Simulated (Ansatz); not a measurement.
Reaction (substitution at a C–C bond): `CC(C)BS` + `[OH][Al]([Cl])[Cl]` → `C[O][Al]([Cl])[Cl]` + `CCBS`

Program: Ansatz. Geometries: PBE0-D4/def2-TZVP. ΔE: electronic, gas phase. CBS: MP2 limit from def2 TZ/QZ plus the TZ coupled-cluster correction, frozen cores. This one scheme is used for every species. Functionals use def2-TZVPP. B3LYP here is the variant with VWN-RPA as its local correlation; programs differ in this. HSE06 is defined as in plane-wave codes. One conformer a species, not always the lowest.

CCSD(T)/CBS gives +14.3 kcal/mol.

Task: Another level gave +9.9 kcal/mol. Which?
A. HSE06-D4/def2-TZVPP
B. B3LYP-D4/def2-TZVPP
C. MP2/def2-TZVPP
D. BLYP/def2-TZVPP

Result: D. BLYP 9.9, HSE06-D4 13.0, B3LYP-D4 11.6, MP2/def2-TZVPP 15.5 kcal/mol.

Largest T1 diagnostic among the species: 0.012.

Leaving LDA and LC-ωPBE aside and taking each functional with its dispersion term where it has one, the values, not all of them listed here, spread over 2.5 kcal/mol, from BLYP-D4 to PBE-QIDH. LDA lies +1.6 kcal/mol from PBE without D4. At CCSD(T), def2-SVP lies −2.8 kcal/mol from the extrapolated value and def2-TZVPP −0.4 kcal/mol.
